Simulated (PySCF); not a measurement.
BF, charge -1, doublet, geometry from GFN2-xTB (the spin is typed, not shown lowest) (in this run its highest filled SCF level lies above zero, so its values depend strongly on the basis, on diffuse functions most of all), atoms displaced at random by about 0.05 Å a coordinate. Base run: PySCF with PBE0/6-31G**.

PySCF was given this input:
```python
from pyscf import gto, scf, dft
from pyscf.geomopt import geometric_solver

mol = gto.M(
    atom='''
B    -0.03507344    0.02555262   -1.07484015
F    -0.05851289    0.03690054    0.61460044
''',
    basis='6-31g**',
    charge=-1,
    spin=1,
    verbose=3,
)

def method(m):
    mf = dft.UKS(m)
    mf.xc = 'pbe0'
    return mf

conv, mol_eq = geometric_solver.kernel(method(mol), maxsteps=100)
print('optimisation converged:', conv)
print(mol_eq.tostring(format='xyz'))
mf = method(mol_eq)
mf.kernel()
```

Each row names what was changed in the base input (with any setting that the change needs).

```json
[
 {"change": "base", "ΔE vs base (kJ/mol)": "0.00", "optimiser steps": "7", "core-seconds (rough)": "10"},
 {"change": "coordsys = cart", "ΔE vs base (kJ/mol)": "0.00", "optimiser steps": "7", "core-seconds (rough)": "20"},
 {"change": "coordsys = prim", "ΔE vs base (kJ/mol)": "0.00", "optimiser steps": "7", "core-seconds (rough)": "10"},
 {"change": "convergence_set = GAU_VERYTIGHT", "ΔE vs base (kJ/mol)": "0.00", "optimiser steps": "18", "core-seconds (rough)": "30"},
 {"change": "trust = 0.5", "ΔE vs base (kJ/mol)": "0.00", "optimiser steps": "8", "core-seconds (rough)": "10"},
 {"change": "coordsys = dlc", "ΔE vs base (kJ/mol)": "0.00", "optimiser steps": "7", "core-seconds (rough)": "10"},
 {"change": "trust = 0.02", "ΔE vs base (kJ/mol)": "0.00", "optimiser steps": "8", "core-seconds (rough)": "10"}
]
```

Open shells are given as the SCF converged; they aren't shown to be the lowest states, and a large step between rows can be another state.
